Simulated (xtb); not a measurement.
F$_{4}$V (SMILES [F][V+]([F])([F])[F]), charge +1, singlet, at a GFN2-xTB geometry (such geometries of metal compounds can be far from the true shape) (the multiplicity is a formal guess); GFN2-xTB (xtb).

The xtb input:
```
$ xtb mol.xyz --gfn 2 --chrg 1 --acc 1000 --json

# file mol.xyz
5

V     -0.00000000    -0.00000000    -0.00000000
F      1.05787016     0.73619422    -0.92212232
F      0.75522470    -0.97142821     0.99867095
F     -0.99429019    -0.84029363    -0.90370040
F     -0.81880467     1.07552761     0.82715177
```

What the program printed (banner, timings and long lists left out):

```
   ID    Z sym.   atoms
    1   23 V      1
    2    9 F      2-5

           -------------------------------------------------
          |                Calculation Setup                |
           -------------------------------------------------

           -------------------------------------------------
          |                 G F N 2 - x T B                 |
           -------------------------------------------------

          ...................................................
          :                      SETUP                      :
          :.................................................:
          :  # basis functions                  26          :
          :  # atomic orbitals                  25          :
          :  # shells                           11          :
          :  # electrons                        32          :
          :  max. iterations                   250          :
          :  Hamiltonian                  GFN2-xTB          :
          :  restarted?                      false          :
          :  GBSA solvation                  false          :
          :  PC potential                    false          :
          :  electronic temp.          300.0000000     K    :
          :  accuracy                 1000.0000000          :
          :  -> integral cutoff          0.2000000E+02      :
          :  -> integral neglect         0.1000000E-04      :
          :  -> SCF convergence          0.1000000E-02 Eh   :
          :  -> wf. convergence          0.1000000E+00 e    :
          :  Broyden damping             0.4000000          :
          :  net charge                          1          :
          :  unpaired electrons                  0          :
          ...................................................

 iter      E             dE          RMSdq      gap      omega  full diag
   1    -16.9099312 -0.169099E+02  0.258E+01    2.13       0.0  T
   2    -17.7315851 -0.821654E+00  0.236E+01   15.38       1.0  T
   3    -19.6094138 -0.187783E+01  0.132E+01    7.35       1.0  T
   4    -20.5001630 -0.890749E+00  0.376E+00    4.65       1.0  T
   5    -20.4592136  0.409494E-01  0.381E+00    4.85       1.0  T
   6    -20.5099557 -0.507421E-01  0.267E+00    3.86       1.0  T
   7    -20.5313650 -0.214093E-01  0.174E+00    3.97       1.0  T
   8    -20.5481667 -0.168017E-01  0.138E-01    4.22       1.0  T
   9    -20.5481945 -0.278370E-04  0.111E-01    4.22       1.0  T
[...]
         :: total energy             -20.486227998167 Eh    ::
[...]
        24                          0.1199478               3.2639
        25                          0.1199478               3.2639
      -------------------------------------------------------------
                  HL-Gap            0.1545985 Eh            4.2068 eV
             Fermi-level           -0.7724816 Eh          -21.0203 eV

     #   Z          covCN         q      C6AA      α(0)
     1  23 V        2.699     0.735   184.349    30.398
     2   9 F        0.675     0.066     8.836     3.509
     3   9 F        0.675     0.066     8.836     3.509
     4   9 F        0.675     0.066     8.836     3.509
     5   9 F        0.675     0.066     8.836     3.509

 Mol. C6AA /au·bohr⁶  :        605.926988
 Mol. C8AA /au·bohr⁸  :      35045.780963
 Mol. α(0) /au        :         44.433876

Wiberg/Mayer (AO) data.
largest (>0.10) Wiberg bond orders for each atom

 ---------------------------------------------------------------------------
     #   Z sym  total        # sym  WBO       # sym  WBO       # sym  WBO
 ---------------------------------------------------------------------------
     1  23 V    6.272 --     3 F    1.568     4 F    1.568     5 F    1.568
                             2 F    1.568
     2   9 F    1.814 --     1 V    1.568
     3   9 F    1.814 --     1 V    1.568
     4   9 F    1.814 --     1 V    1.568
     5   9 F    1.814 --     1 V    1.568
 ---------------------------------------------------------------------------

Topologies differ in total number of bonds
Writing topology from bond orders to xtbtopo.mol

molecular dipole:
                 x           y           z       tot (Debye)
 q only:        0.000      -0.000       0.000
   full:        0.000       0.000       0.000       0.000
molecular quadrupole (traceless):
                xx          xy          yy          xz          yz          zz
 q only:       -0.000       0.000       0.000       0.000      -0.000      -0.000
  q+dip:       -0.000       0.000       0.000      -0.000      -0.000      -0.000
   full:        0.000      -0.000      -0.000       0.000      -0.000       0.000

           -------------------------------------------------
          | TOTAL ENERGY              -20.486227998167 Eh   |
          | GRADIENT NORM               0.000016562258 Eh/α |
          | HOMO-LUMO GAP               4.206839814682 eV   |
           -------------------------------------------------

normal termination of xtb
```
